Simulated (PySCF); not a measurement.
WOBr₄, SMILES [O]=[W]([Br])([Br])([Br])[Br], multiplicity 1.

Geometry: PBE0-D3(BJ)/def2-SVP. The multiplicity is an assumed one; other spin states were not compared. The def2 effective core potentials stand for the cores of W; spin–orbit coupling is left out.

Computed with PBE0-D3(BJ)/def2-SVP in PySCF 2.14.0.

Frequencies are harmonic and unscaled.

Modes within 1.5 cm⁻¹ of each other (mostly degenerate sets) share a row, with their intensities summed.

```
mode   ν (cm⁻¹)  IR (km/mol)  moving atoms (share of kinetic energy)
-----  --------  -----------  --------------------------------------
1–2          33          7.9                          Br 91 %, O 8 %
3–4          98          3.6                         Br 79 %, W 19 %
5           128          0.3                         Br 65 %, W 32 %
6           207         27.0                         Br 83 %, W 16 %
7–8         218         43.9                         O 76 %, Br 16 %
9           253          5.3                          Br 90 %, W 9 %
10–11       287         66.6                         Br 60 %, W 35 %
12         1023        170.6                                  O 93 %
```
